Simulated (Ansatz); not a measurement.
Consider the homolysis of the In–O bond: `[OH][In]([F])[O][SiH3]` → `[F][In][O][SiH3]`• + `[OH]`•.

Computed with Ansatz on PBE0-D4/def2-TZVP structures; ΔE is electronic, products minus reactants. CBS: MP2 limit from def2 TZ/QZ plus the TZ coupled-cluster correction, frozen cores. This one scheme is used for every species. Functionals use def2-TZVPP. Open shells (•) are unrestricted, without spin–orbit coupling. Elements past krypton have def2 core potentials. For In outer-core shells are correlated without core-valence functions, which leaves a few kJ/mol of doubt a bond. Each species was taken in one conformer, which may not be the lowest.

`[OH][In]([F])[O][SiH3]`:

Z-matrix (Å, degrees):
```
Si
O 1 1.639
H 1 1.486 2 107.9
H 1 1.489 2 111.2 3 -119.6
H 1 1.489 2 111.2 3 119.7
In 2 1.946 1 135.9 3 -179.6
F 6 1.946 2 116.6 1 -0.3
O 6 1.955 2 125.4 1 179.8
H 8 0.962 6 111.1 2 180.0
```

`[F][In][O][SiH3]`•:

Z-matrix (Å, degrees):
```
Si
O 1 1.637
H 1 1.488 2 108.3
H 1 1.490 2 111.6 3 119.6
H 1 1.490 2 111.5 3 -119.6
In 2 1.987 1 134.9 3 -179.2
F 6 1.963 2 115.7 1 0.2
```

`[OH]`•:

```xyz
2

O     0.261   -0.307    0.272
H    -0.261    0.307   -0.272
```

```
             level  ΔE (kJ/mol)  difference from CCSD(T)/CBS
            PBE-D4        349.5                        -22.3
         revPBE-D4        329.3                        -42.5
           BLYP-D4        330.6                        -41.2
         r2SCAN-D4        336.4                        -35.4
           PBE0-D4        338.1                        -33.7
        r2SCAN0-D4        324.1                        -47.7
          BHLYP-D4        315.2                        -56.6
           ωB97M-V        355.0                        -16.8
           r2SCANh        330.5                        -41.3
         CAM-B3LYP        342.5                        -29.3
      MP2/def2-SVP        362.6                         -9.2
  CCSD(T)/def2-SVP        334.2                        -37.6
    MP2/def2-TZVPP        383.2                         11.4
SCS-MP2/def2-TZVPP        370.6                         -1.2
CCSD(T)/def2-TZVPP        353.9                        -17.9
    CCSD/CBS(def2)        359.2                        -12.6
       CCSD(T)/CBS        371.8                            0
```

Largest T1 diagnostic among the species: 0.019.

The D4 term adds +3.8 kJ/mol with B3LYP and +2.2 kJ/mol with PBE0; it sums over pairs of atoms, weighted by their polarisabilities, and B3LYP, whose exchange is more repulsive, gets the larger term. From BLYP to BHLYP (50 % exact exchange), in def2-TZVPP and without D4, ΔE moves by −13.5 kJ/mol: exact exchange takes away binding that semilocal exchange gives to molecules.

B3LYP here is the variant with VWN-RPA as its local correlation; programs differ in this.

CCSD(T)/CBS has its own doubt, a few kJ/mol and more with outer-core shells, so smaller differences from it don't rank the levels.
